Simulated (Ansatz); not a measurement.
Sn3O9H6. Total charge 0; singlet. Geometry r2SCAN-D4/def2-SVP.

```xyz
18

Sn   -0.7661    1.2855    2.1387
Sn   -0.6960   -1.1614   -2.2005
Sn    0.6373   -3.2234    0.6924
O     0.5148   -1.8303   -0.6489
O     1.0010   -0.0804    1.7636
O     0.4731    2.8532    2.2021
O    -1.5517    0.3841   -0.6043
O    -0.5828    1.2597   -0.0539
O     0.9532   -2.5521    2.4119
O     0.6379    0.3474   -2.6683
O    -0.1251    1.5936   -2.6299
O    -2.4942    1.1536   -1.3968
H     1.0197   -1.0397    2.1526
H     1.2910    2.7186    1.7014
H    -1.8601    1.4910   -2.0887
H     0.0393    1.8455   -1.6899
H     0.4993   -4.8286    0.1252
H     1.0093   -0.2164    0.7933
```

In the def2 sets Sn takes a core potential, while STO-3G treats all electrons; there is no spin–orbit coupling. The structure holds 3 bonds between oxygen atoms, so isomers without such links may lie far lower. The structure comes from a short search, and lower isomers may exist.

(1) Estimate the orbital energies around the gap (eV) in Ansatz with HF/STO-3G, PBE-D4/def2-TZVP, revPBE-D4/def2-TZVP, PBE0-D4/def2-SVP, PBE0-D4/def2-TZVP.

## Answers

(1) 
```csv
orbital,HF/STO-3G,PBE-D4/def2-TZVP,revPBE-D4/def2-TZVP,PBE0-D4/def2-SVP,PBE0-D4/def2-TZVP
HOMO−13,-10.83,-8.92,-8.83,-10.28,-10.41
HOMO−12,-9.86,-8.75,-8.64,-10.13,-10.26
HOMO−11,-9.78,-8.22,-8.11,-9.67,-9.82
HOMO−10,-9.48,-7.88,-7.79,-9.39,-9.56
HOMO−9,-9.27,-7.86,-7.76,-9.28,-9.49
HOMO−8,-8.74,-7.40,-7.30,-8.81,-8.96
HOMO−7,-8.54,-7.35,-7.25,-8.65,-8.83
HOMO−6,-8.47,-7.17,-7.07,-8.47,-8.64
HOMO−5,-8.12,-6.97,-6.87,-8.39,-8.53
HOMO−4,-7.85,-6.69,-6.59,-8.09,-8.28
HOMO−3,-7.36,-6.49,-6.40,-7.78,-8.03
HOMO−2,-7.20,-6.24,-6.15,-7.54,-7.74
HOMO−1,-5.48,-5.95,-5.85,-7.08,-7.24
HOMO,-5.23,-5.69,-5.60,-6.96,-7.13
LUMO,4.52,-3.58,-3.46,-2.73,-2.89
LUMO+1,6.31,-3.50,-3.37,-2.51,-2.69
LUMO+2,7.01,-2.67,-2.53,-1.65,-1.83
LUMO+3,7.40,-2.03,-1.89,-0.74,-1.08
LUMO+4,8.81,-1.49,-1.37,-0.47,-0.72
LUMO+5,9.33,-1.45,-1.32,-0.10,-0.41
```
